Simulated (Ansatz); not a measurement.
`[InH2][B]1CO1` + `C[NH][GeH3]` → `C[N]([GeH3])[InH2]` + `B1CO1` at 400 K and 1 bar (cleavage of the In–B bond).

Gas-phase electronic energies from Ansatz, PBE0-D4/def2-TZVP geometries. CBS: MP2 limit from def2 TZ/QZ plus the TZ coupled-cluster correction, frozen cores. def2 core potentials past Kr. For Ge, In outer-core shells are correlated without core-valence functions, which leaves a few kJ/mol of doubt a bond. Scalar relativity is left out up to krypton.

```
             species  CCSD(T)/CBS energy (Eh)  H − E (kJ/mol)  S (J/(mol·K))
     `[InH2][B]1CO1`               -330.19118           148.3          359.8
       `C[NH][GeH3]`              -2173.06430           229.8          337.7
`C[N]([GeH3])[InH2]`              -2363.46641           244.5          421.6
             `B1CO1`               -139.80191           127.6          263.6
```

H − E and S are ideal-gas, rigid-rotor, harmonic terms from PBE0-D4/def2-TZVP, for one conformer and one mirror image of each species. 1 Eh = 2625.50 kJ/mol, R = 8.31446 J/(mol·K).

Problem. By hand: ΔE, ΔH, ΔS and ΔG.

Solution. ΔE = (-2363.46641) + (-139.80191) − (-330.19118) − (-2173.06430) = -0.01284 Eh = -33.7 kJ/mol. Δ(H − E) = 244.5 + 127.6 − 148.3 − 229.8 = -6.0, so ΔH = -39.7 kJ/mol. ΔS = 421.6 + 263.6 − 359.8 − 337.7 = -12.3 J/(mol·K). ΔG = -39.7 − 400 × (-12.3)/1000 = -34.8 kJ/mol.

Problem. By hand: the equilibrium constant, and the temperature at which ΔG would vanish if ΔH and ΔS stayed fixed.

Solution. log₁₀ K = −ΔG/(RT ln 10) = 4.5. ΔG = 0 at ΔH/ΔS = 3228 K, far beyond where these terms or the molecules hold.

The number of gas molecules stays the same, so ΔS is small and ΔH decides. A doubt of 5 kJ/mol in ΔE shifts log₁₀ K by 0.7 here. Other conformers and mirror images would add mixing entropy, several J/(mol·K) or more a flexible species. These are equilibria of isolated gas molecules and say nothing of rates. Largest T1 diagnostic: 0.016 (customary marks: 0.02 for closed shells, 0.045 for open ones).
